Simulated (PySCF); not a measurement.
**Two-component Hartree-Fock for Xe⁴⁵⁺ (xenon, charge +45)**

Start: [He] 2s2 2p5; 2p1/2 filled at m_j = -1/2, +1/2; 2p3/2 filled at m_j = -1/2, +1/2, +3/2. Calculated with PySCF 2.14 in an uncontracted even-tempered set (17 s from 24 bohr⁻², ratio 2.4; 13 p from 31 bohr⁻², ratio 2.4; 5 d from 110 bohr⁻², ratio 2.6; 4 f from 170 bohr⁻², ratio 2.6): generalised Hartree-Fock with the X2C-1e Hamiltonian and a Gaussian nucleus; one run each with spin-orbit coupling (SO) switched off, then screened by Boettger's factors.

```
spinor shell  electrons  ε, spin-free (eV)  ε, screened SO (eV)  weight of nominal j (screened SO)  rms radius, screened SO (bohr)
       1s1/2          2           -38065.0             -38057.3                              1.000                          0.0304
       2s1/2          2            -8521.2              -8519.0                              1.000                           0.121
       2p1/2          2            -8013.2              -8248.7                              0.999                           0.103
       2p3/2          3            -8013.2              -7905.9                              0.999                           0.108
```

```json
{"quantity": "E (hartree)", "spin-free": "-5277.23021", "screened SO": "-5283.08460"}
{"quantity": "M_J", "spin-free": "3/2", "screened SO": "3/2"}
{"quantity": "⟨J²⟩", "spin-free": "3.750", "screened SO": "3.750"}
{"quantity": "⟨L²⟩", "spin-free": "2.000", "screened SO": "2.006"}
{"quantity": "⟨S²⟩", "spin-free": "0.750", "screened SO": "0.756"}
```

Each row is a mean over spinors that exchange with the open shell spreads, by up to 44.242 eV (2s1/2).

Breit and QED terms are absent; they matter most for the inner s and p1/2 levels.

Densities and radii are taken from the X2C orbitals without a picture-change correction, which distorts them close to the nucleus.

Without spin-orbit coupling the j labels of p, d and f shells carry no meaning; the spin-free column gives the mean over the occupied spinors of each nl shell.
